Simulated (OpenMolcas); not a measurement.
# Hg I: effect of the active space

```json
{"Program": "OpenMolcas 26.06", "Method": "CASSCF or its RAS form", "Basis": "ANO-RCC-VTZP", "Scalar Hamiltonian": "DKH2, point nucleus", "Spin-orbit coupling": "RASSI with atomic mean-field integrals over the reference wave functions, term energies averaged over their components"}
```

A. 2 electrons in 4 orbitals (6s 6p); 2S+1 = 3 even, 3 roots (0 in the spin-orbit step); 2S+1 = 1 even, 1 root; 2S+1 = 3 odd, 3 roots; 2S+1 = 1 odd, 3 roots; cost roughly 15 core-seconds
B. 2 electrons in 8 orbitals (6s 6p 7s 7p); 2S+1 = 3 even, 3 roots (0 in the spin-orbit step); 2S+1 = 1 even, 1 root; 2S+1 = 3 odd, 3 roots; 2S+1 = 1 odd, 3 roots; cost about 22 core-seconds
C. 2 electrons in 9 orbitals (RAS2 6s 6p; RAS3 6d, at most 2 electrons); 2S+1 = 3 even, 3 roots (0 in the spin-orbit step); 2S+1 = 1 even, 1 root; 2S+1 = 3 odd, 3 roots; 2S+1 = 1 odd, 3 roots; cost about 23 core-seconds

Energies in cm⁻¹ above 6s² ¹S₀, the measured ground level; measured values from NIST Handbook of Basic Atomic Spectroscopic Data.

```tsv
Level	A	B	C	Measured
6s² ¹S₀	0.0	0.0	0.0	0.0
6s 6p ³P°₀	32325	32422	31987	37645
6s 6p ³P°₁	33932	34022	33585	39412
6s 6p ³P°₂	37607	37690	37330	44043
6s 6p ¹P°₁	52988	53249	51731	54069
```

Deviations, from unrounded energies. A percentage is the sum of absolute deviations over the sum of measured energies, with the sign that they share, or ± where signs differ.

```json
{"Against measurement": "mean absolute deviation (cm-1)", "Levels": "4", "A": "4600", "B": "4400", "C": "5100"}
{"Against measurement": "other configurations (%)", "Levels": "4", "A": "-10.5", "B": "-10.2", "C": "-11.7"}
```

A, B lie about equally close to measurement and C furthest from it. The largest miss of B in the table is 6s 6p ³P°₂, by -6400 cm-1. The ranking rests on the paired levels alone, and a cruder setting can come out closer through cancelling errors.

Among A to C the level of the table that moves most is 6s 6p ¹P°₁, by 1500 cm-1 (lowest in C, highest in B).

Some high roots are left out of the spin-orbit mixing, which shifts the levels that they would mix with. Spin-orbit splittings of 6p shells tend to come out small when the coupling is added on scalar orbitals. Active for correlation alone: 7p 7s; no level in the range computed is led by a configuration that fills them, so any true level of that kind is missing (holds for B). Active for correlation alone: 6d; no level in the range computed is led by a configuration that fills it, so any true level of that kind is missing (holds for C). Measured partners are found by configuration, term and J. A level has none where our copy of the source lacks it or the pairing is in doubt (some pairs that miss far off the trend of their configuration count as doubtful), and it then counts in no deviation. Levels of configurations outside the active space are missing.

° marks odd parity.
